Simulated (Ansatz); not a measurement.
Two members of one family (Series Nb(Se)X3), computed with Ansatz in the gas phase; def2 core potentials for Nb, no spin–orbit coupling. The two geometries come from different levels. Binding counts from free atoms in the multiplicity of their measured ground term, without zero-point energy. Names give formal oxidation states. A dash marks a value that wasn't run or was left out as unsound. The structures are stationary points that may keep the symmetry of their start. Remarks come from the PBE and PBE0 runs and from stability tests at other levels; not every state was tested.

First: NbSeBr3 (singlet, charge 0, PBE0-D4/def2-SVP geometry).

| atom | x (Å) | y (Å) | z (Å) |
| --- | --- | --- | --- |
| Nb1 | 0.000 | 0.000 | 0.001 |
| Se2 | -1.403 | 0.579 | -1.660 |
| Br3 | -0.798 | -2.062 | 0.969 |
| Br4 | -0.001 | 1.775 | 1.637 |
| Br5 | 2.201 | -0.292 | -0.947 |

```csv
level,HOMO (eV),LUMO (eV),gap (eV),vertical triplet (eV),binding per atom (eV)
PBE-D4/def2-SVP,-6.72,-4.03,2.69,–,3.68
PBE-D4/def2-TZVP,-6.77,-4.10,2.67,2.62,3.64
r2SCAN-D4/def2-TZVP,-7.07,-4.11,2.96,2.54,3.51
PBE0-D4/def2-SVP,-7.88,-3.46,4.42,–,3.42
PBE0-D4/def2-TZVP,-7.87,-3.47,4.40,2.36,3.40
```

Metal–donor distances: 1 × Se 2.25 Å, 3 × Br 2.41 Å. Remarks: restricted SCF unstable in HF.

Second: NbSe(OH)3 (singlet, charge 0, r2SCAN-D4/def2-SVP geometry).

```xyz
8

Nb    0.017   -0.033    0.001
Se    1.027   -2.094    0.094
O    -1.825   -0.230   -0.361
H    -2.393   -0.996   -0.506
O     0.798    1.011   -1.362
H     1.506    0.850   -1.998
O     0.222    0.863    1.649
H     0.649    0.629    2.483
```

Q: Estimate how these quantities change from the first to the second (second minus first).

A: 
| level | Δ HOMO (eV) | Δ LUMO (eV) | Δ gap (eV) | Δ vertical triplet (eV) | Δ binding per atom (eV) |
| --- | --- | --- | --- | --- | --- |
| PBE-D4/def2-SVP | 0.69 | 1.70 | 1.01 | – | 0.80 |
| PBE-D4/def2-TZVP | 0.61 | 1.55 | 0.93 | 0.79 | 0.79 |
| r2SCAN-D4/def2-TZVP | 0.65 | 1.62 | 0.98 | 0.78 | 0.77 |
| PBE0-D4/def2-SVP | 0.70 | 1.78 | 1.09 | – | 0.79 |
| PBE0-D4/def2-TZVP | 0.62 | 1.62 | 1.01 | 0.71 | 0.78 |

Metal–donor distances: 1 × Se 2.30 Å, 3 × O 1.89 Å.
